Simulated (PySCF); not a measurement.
C2H8Si2.
InChI=1S/C2H8Si2/c1-2-4-3/h2H,1,4H2,3H3

Computed with MP2 and CCSD/aug-cc-pVDZ in PySCF, restricted Hartree–Fock reference, 12 core orbitals frozen, non-relativistic, gas phase, PBE0-D3(BJ)/def2-SVP geometry.

E(HF) = -658.23376 Eh.

Problem. How large is the problem?

Solution. 172 basis functions and 48 electrons; 12 orbitals frozen, which leaves o = 12 correlated occupied and v = 148 virtual orbitals. That is o·v = 1776 singles and o·v(o·v + 1)/2 = 1577976 distinct closed-shell doubles amplitudes before symmetry; the costliest CCSD step grows as o²v⁴ = 6.9 × 10^10.

Problem. What are the MP2 and CCSD correlation energies?

Solution. MP2 -0.4949 Eh and CCSD -0.5638 Eh, which gives totals of -658.72864 and -658.79756 Eh. That is 0.639 eV for each correlated electron at CCSD (1480 kJ/mol in all, 0.086 % of the total energy); MP2 gives 87.8 % of the CCSD value.

Problem. What is the T1 diagnostic?

Solution. 0.0126, below the customary warning level of 0.02. It is the norm of the spatial-orbital singles amplitudes over the root of the number of correlated electrons, so the norm is 0.062.

Problem. How does correlation change the dipole moment?

Solution. HF gives 0.82 D and CCSD (unrelaxed density) 0.77 D, a change of -0.05 D.

Connected triples and the basis-set limit are missing.

The values belong to the conformer `[CH2:1]=[CH:2][SiH2:3][SiH3:4]`: C1–C2–Si3–Si4 -5°.
